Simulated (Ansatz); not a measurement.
Two isomers of CH7BGeO: A = `[BH2][GeH]([CH3])[OH]`, B = `BO[CH2][GeH3]`.

Gas-phase electronic energies from Ansatz, PBE0-D4/def2-TZVP geometries. CCSD(T)/CBS is the MP2 limit (def2-TZVPP, def2-QZVPP) plus CCSD(T) − MP2 in def2-TZVPP, frozen cores. Functionals use def2-TZVPP. B3LYP here is the variant with VWN-RPA as its local correlation; programs differ in this. For Ge outer-core shells are correlated without core-valence functions, which leaves a few kJ/mol of doubt a bond. Scalar relativity is left out up to krypton. One conformer a species, not always the lowest.

Question: Which isomer does CCSD(T)/CBS put lower? Give the gap. (An estimate is asked.)

Answer: The calculation gave: B, by 22.8 kJ/mol.

Question: Give E(B) − E(A) in kJ/mol with B3LYP-D4, PBE-D4, PBE0-D4, B2PLYP, CCSD(T)/def2-TZVPP, r2SCAN-D4, ωB97M-V. (An estimate is asked.)

Answer: Computed: B3LYP-D4 -36.5, PBE-D4 -34.7, PBE0-D4 -30.2, B2PLYP -31.2, CCSD(T)/def2-TZVPP -25.8, r2SCAN-D4 -29.9, ωB97M-V -32.9. None reverses the order clearly.

Largest T1 diagnostic: 0.013.

From PBE to PBE0 (25 % exact exchange), in def2-TZVPP and without D4, E(B) − E(A) moves by +4.5 kJ/mol.
